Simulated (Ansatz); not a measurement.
Several settings on one geometry of InCl2I (InICl₂) (that of the charge 0 singlet, PBE0-D4/def2-SVP). Ansatz on 4 threads of Arm Neoverse V2 on a shared host; times are rough.

```xyz
4

In    0.026    0.044    0.000
Cl    2.353    0.077    0.011
Cl   -1.061    2.102   -0.019
I    -1.318   -2.223    0.008
```

Totals from different functionals, basis sets or treatments of relativity can't be compared as stabilities.

In the def2 sets I, In take a core potential; there is no spin–orbit coupling. HSE06 is defined as in plane-wave codes, on full-range PBE exchange.

The spins typed aren't always the lowest for that charge.

Q: Give the basis size and estimate the energy, ⟨S²⟩, dipole and time of these runs.

| run | method | charge | state | further keys |
| --- | --- | --- | --- | --- |
| 1 | RKS HSE06-D3(BJ)-ATM/def2-SVPD | 0 | singlet | fitting: {mean_field: def2-universal-jkfit}; forces asked |
| 2 | ROKS B97M-V/STO-3G | 1 | doublet | scf: {omitted_lower_state_checks: [starts]}; forces asked |
| 3 | UKS ωPBEh/def2-TZVPP | 0 | triplet | pseudopotentials: {relativity: none}; scf: {omitted_lower_state_checks: [starts]}; forces asked |
| 4 | UKS SVWN5/def2-mTZVPP | 0 | singlet | scf: {lower_state_search: off}; forces asked |

A: 
```json
{"run": "1", "functions": "121", "energy (Eh)": "-1407.8123", "⟨S²⟩": "–", "dipole (D)": "1.53", "wall time": "2 s"}
{"run": "2", "functions": "72", "energy (Eh)": "-13447.2573", "⟨S²⟩": "–", "dipole (D)": "–", "wall time": "12 s"}
{"run": "3", "functions": "184", "energy (Eh)": "-1408.0377", "⟨S²⟩": "2.01", "dipole (D)": "5.32", "wall time": "19 s"}
{"run": "4", "functions": "126", "energy (Eh)": "-1404.6487", "⟨S²⟩": "0.00", "dipole (D)": "1.46", "wall time": "1 s"}
```
